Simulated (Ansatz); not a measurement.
```yaml
crystal:
  periodic: [false, false, false]
  atoms:
    - {symbol: Ba, position_ang: [-1.253052, 1.637264, 0.511445]}
    - {symbol: Ba, position_ang: [1.939861, -0.459721, -0.733400]}
    - {symbol: Se, position_ang: [-0.686809, -1.177543, 0.221955]}
basis:
  gaussian: {orbitals: def2-mTZVP, final_grid: {core_spheres: 8, valence_spheres: 7, degree: 23}}
total_charge: -1
magnetization: {spin_polarized: true, initial_magnetization: 1}
hamiltonian: {xc: {name: wB97}}
scf: {lower_state_search: light}
```

```sh
$ ansatz run in.yaml --threads 4 --pin off --events-out ev --progress --plain --max-ram 3916MiB
```

It prints (some lines left out):

```
Functional definition: wB97
  name "wB97"
  cite "Chai & Head-Gordon, J. Chem. Phys. 128, 084106 (2008) doi:10.1063/1.2834918"
  cite "Becke, J. Chem. Phys. 107, 8554 (1997) doi:10.1063/1.475007"
  parameter omega = 0.4/bohr
  parameter cx1 = 1.13116
  parameter cx2 = -2.74915
  parameter cx3 = 12.0900
  parameter cx4 = -5.71642
  parameter css1 = -2.55352
  parameter css2 = 11.8926
  parameter css3 = -26.9452
  parameter css4 = 17.0927
  parameter cos1 = 3.99051
  parameter cos2 = -17.0066
  parameter cos3 = 1.07292
  parameter cos4 = 8.88211
  # The coefficients of nought are those of the uniform gas.
  exchange = spin_sum(e_x_unif_sr(omega)*poly(b97_u_x, 1, cx1, cx2, cx3, cx4)) + exact_x_lr(omega)
  correlation = spin_sum(e_c_pw_same_spin*poly(b97_u_same, 1, css1, css2, css3, css4))
      + integral(e_c_pw_opposite_spin*poly(b97_u_opposite, 1, cos1, cos2, cos3, cos4))
1054 factors; their error is unknown
450 factors; integrals over basis functions are off by at most 4.5e-5 eV
mean field evaluation 1: about -66742.1626 eV, gradient 1.0e1 eV
mean field evaluation 2: about -66742.6919 eV, gradient 5.3e0 eV
mean field evaluation 4: about -66742.8623 eV, gradient 5.6e-1 eV
mean field evaluation 8: about -66742.8967 eV, gradient 5.8e-2 eV
mean field evaluation 16: about -66742.8648 eV, gradient 1.7e-3 eV
mean field evaluation 32: about -66742.7706 eV, gradient 1.5e0 eV
mean field -66742.86482331 eV, -2452.7550423178 hartree, gradient 3.0e-5 eV, S^2 0.769731; 6 other end points of the search recorded, 0 dependent functions left out
reference -66742.86482086 eV, -2452.7550422281 hartree; 28, 27 occupied and 74, 75 virtual orbitals, 1054 factors
Total energy: -66742.86482086 eV, -2452.7550422281 hartree
```

Run time 5.5 s (4 threads of Arm Neoverse V1 on a shared host).

In the def2 sets Ba takes a core potential; there is no spin–orbit coupling. The highest occupied level of an anion often lies above zero with these methods, and sets without diffuse functions describe the outer electron poorly.
